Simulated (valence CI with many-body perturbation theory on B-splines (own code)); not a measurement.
**Forbidden lines of Hf II**

Method: configuration interaction combined with many-body perturbation theory (CI+MBPT): three valence electrons over a frozen Dirac-Fock core [Xe] 4f14, a basis of 9 s, 9 p, 10 d, 8 f, 5 g, 3 h, 1 i functions for each j, with the one-electron correlation potential Σ1, the two-electron term Σ2, the three-electron term Σ3, Breit, model QED; selected CI, second order for the rest (own B-spline code, finite nucleus).

Against 13 measured levels this calculation errs by 602 cm⁻¹ on average and by 1220 at most. These come from a selection out of the NIST Handbook of Basic Atomic Spectroscopic Data. Levels without a partner in it may be off by more, other configurations by 1,000 to 4,000 cm⁻¹. 1 measured level below the end of the list, from 34942 cm⁻¹ on, found no clear computed partner.

Lines 51 to 100 of 110 in falling wavelength, among levels below 5.492 eV, chosen from the decays that carry over 1 % of a level's rate. Wavelengths and rates use the calculated energies, so an error of 600 cm⁻¹ moves a line at 775.7 nm by 4.7 % and its rate by three times that or more. Electric multipoles are in the length gauge, E1 and E2 with the static RPA response of the core. Weak lines are less certain than strong ones. Lines between different terms over intervals too small for the method are left out, as are lines whose strength nearly cancels and 4 of this kind that miss the measured wavelength by over 7 %. Branching is blank where the lifetime is uncertain.

Names give the largest LS component (configuration and term), which can be under half, so a name can repeat, a term be missing and a line seem to break the LS rules; names also repeat where a configuration has a term twice. Letters in brackets count levels of one name in rising energy.

| λ vac (nm) | Upper | Lower | Type | A (s⁻¹) | Branch % |
| --- | --- | --- | --- | --- | --- |
| 907.8 | 5d3 4F_3/2 | 5d2 6s 4F_7/2 | E2 | 3.69e-02 |  |
| 899.0 | 5d2 6s 2G_9/2 | 5d2 6s 4F_7/2 | M1 | 4.00e-01 | 41.7 |
| 899.0 | 5d2 6s 2G_9/2 | 5d2 6s 4F_7/2 | E2 | 1.06e-02 | 1.1 |
| 886.5 | 5d2 6s 2F_5/2 | 5d 6s2 2D_3/2 | M1 | 5.13e-01 | 34.0 |
| 886.5 | 5d2 6s 2F_5/2 | 5d 6s2 2D_3/2 | E2 | 3.03e-01 | 20.1 |
| 885.9 | 5d2 6s 2D_5/2 | 5d2 6s 4F_7/2 | M1 | 4.36e-01 | 24.0 |
| 884.6 | 5d2 6s 2F_7/2 | 5d2 6s 4F_3/2 | E2 | 1.16e-02 | 1.2 |
| 883.3 | 5d2 6s 2G_7/2 | 5d2 6s 4F_7/2 | M1 | 1.99e-01 | 15.0 |
| 879.8 | 5d2 6s 2P_1/2 | 5d 6s2 2D_5/2 | E2 | 1.25e-01 | 8.4 |
| 878.7 | 5d2 6s 4P_1/2 | 5d 6s2 2D_3/2 | M1 | 1.29e-02 | 16.4 |
| 878.7 | 5d2 6s 4P_1/2 | 5d 6s2 2D_3/2 | E2 | 2.05e-03 | 2.6 |
| 874.9 | 5d2 6s 2F_7/2 | 5d 6s2 2D_5/2 | E2 | 1.43e-01 | 15.2 |
| 874.9 | 5d2 6s 2F_7/2 | 5d 6s2 2D_5/2 | M1 | 1.43e-02 | 1.5 |
| 835.9 | 5d3 4F_7/2 | 5d2 6s 4F_9/2 | E2 | 2.02e-01 | 8.6 |
| 817.8 | 5d3 4F_3/2 | 5d2 6s 4F_5/2 | E2 | 4.04e-01 |  |
| 817.8 | 5d3 4F_3/2 | 5d2 6s 4F_5/2 | M1 | 9.78e-02 |  |
| 810.7 | 5d2 6s 2G_9/2 | 5d2 6s 4F_5/2 | E2 | 5.36e-02 | 5.6 |
| 810.5 | 5d2 6s 4P_3/2 | 5d 6s2 2D_3/2 | M1 | 8.35e-02 | 25.2 |
| 810.5 | 5d2 6s 4P_3/2 | 5d 6s2 2D_3/2 | E2 | 1.32e-02 | 4.0 |
| 800.0 | 5d2 6s 2D_5/2 | 5d2 6s 4F_5/2 | E2 | 1.75e-01 | 9.6 |
| 800.0 | 5d2 6s 2D_5/2 | 5d2 6s 4F_5/2 | M1 | 1.74e-01 | 9.6 |
| 799.0 | 5d3 4F_5/2 | 5d2 6s 4F_7/2 | E2 | 3.99e-01 | 17.9 |
| 799.0 | 5d3 4F_5/2 | 5d2 6s 4F_7/2 | M1 | 8.84e-02 | 4.0 |
| 797.9 | 5d2 6s 2G_7/2 | 5d2 6s 4F_5/2 | M1 | 2.57e-01 | 19.4 |
| 775.7 | 5d2 6s 4P_5/2 | 5d 6s2 2D_3/2 | M1 | 7.70e-02 | 11.7 |
| 775.7 | 5d2 6s 4P_5/2 | 5d 6s2 2D_3/2 | E2 | 2.02e-02 | 3.1 |
| 774.8 | 5d2 6s 2D_3/2 [b] | 5d2 6s 4F_5/2 | M1 | 6.16e-01 |  |
| 739.3 | 5d2 6s 2D_3/2 [a] | 5d 6s2 2D_3/2 | E2 | 5.20e-01 | 38.5 |
| 739.3 | 5d2 6s 2D_3/2 [a] | 5d 6s2 2D_3/2 | M1 | 1.19e-01 | 8.8 |
| 735.7 | 5d3 4F_3/2 | 5d2 6s 4F_3/2 | E2 | 5.14e-01 |  |
| 735.7 | 5d3 4F_3/2 | 5d2 6s 4F_3/2 | M1 | 3.28e-02 |  |
| 729.0 | 5d3 4F_3/2 | 5d 6s2 2D_5/2 | M1 | 2.87e-02 |  |
| 728.4 | 5d3 4F_5/2 | 5d2 6s 4F_5/2 | E2 | 1.28e-01 | 5.8 |
| 723.3 | 5d2 6s 2G_9/2 | 5d 6s2 2D_5/2 | E2 | 2.60e-02 | 2.7 |
| 721.2 | 5d2 6s 2D_5/2 | 5d2 6s 4F_3/2 | E2 | 8.77e-02 | 4.8 |
| 719.5 | 5d2 6s 2G_7/2 | 5d2 6s 4F_3/2 | E2 | 4.47e-02 | 3.4 |
| 716.9 | 5d3 4F_7/2 | 5d2 6s 4F_7/2 | E2 | 6.86e-01 | 29.1 |
| 714.8 | 5d2 6s 2D_5/2 | 5d 6s2 2D_5/2 | E2 | 5.11e-02 | 2.8 |
| 713.2 | 5d2 6s 2G_7/2 | 5d 6s2 2D_5/2 | E2 | 2.84e-01 | 21.5 |
| 713.2 | 5d2 6s 2G_7/2 | 5d 6s2 2D_5/2 | M1 | 4.74e-02 | 3.6 |
| 707.7 | 5d2 6s 2P_1/2 | 5d 6s2 2D_3/2 | E2 | 1.14e+00 | 76.5 |
| 707.7 | 5d2 6s 2P_1/2 | 5d 6s2 2D_3/2 | M1 | 1.17e-01 | 7.8 |
| 704.6 | 5d2 6s 2F_7/2 | 5d 6s2 2D_3/2 | E2 | 2.51e-01 | 26.6 |
| 700.7 | 5d2 6s 2D_3/2 [b] | 5d2 6s 4F_3/2 | M1 | 3.05e-01 |  |
| 700.7 | 5d2 6s 2D_3/2 [b] | 5d2 6s 4F_3/2 | E2 | 1.43e-01 |  |
| 694.6 | 5d2 6s 2D_3/2 [b] | 5d 6s2 2D_5/2 | E2 | 1.10e+00 |  |
| 662.6 | 5d3 4F_5/2 | 5d2 6s 4F_3/2 | E2 | 6.74e-01 | 30.3 |
| 659.5 | 5d3 4F_7/2 | 5d2 6s 4F_5/2 | E2 | 7.37e-01 | 31.2 |
| 659.5 | 5d3 4F_7/2 | 5d2 6s 4F_5/2 | M1 | 7.11e-02 | 3.0 |
| 657.2 | 5d3 4F_5/2 | 5d 6s2 2D_5/2 | E2 | 4.36e-01 | 19.6 |
